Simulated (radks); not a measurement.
These are the eigenvalues of the occupied orbitals of an atom or ion with whole-number occupations (eV). Method: non-relativistic Kohn-Sham, exchange-only LDA, spin-polarised, spherical densities, point nucleus; computed with a radial shooting solver on a logarithmic mesh with Libxc functionals.

orbital  eigenvalue
1s        -128.6435

Which element is it, and in what charge state? The configuration may be excited. Open shells, if any, are filled with parallel spins first.

Answer. Z = 4, beryllium, charge +2: Be2+ in [He]. The 1s level, -4.7276 hartree, gives Z - s = 3.1 by -(Z - s)^2/2, which with screening narrows Z to a few neighbours, and with so few levels the electron count can be read from the list.
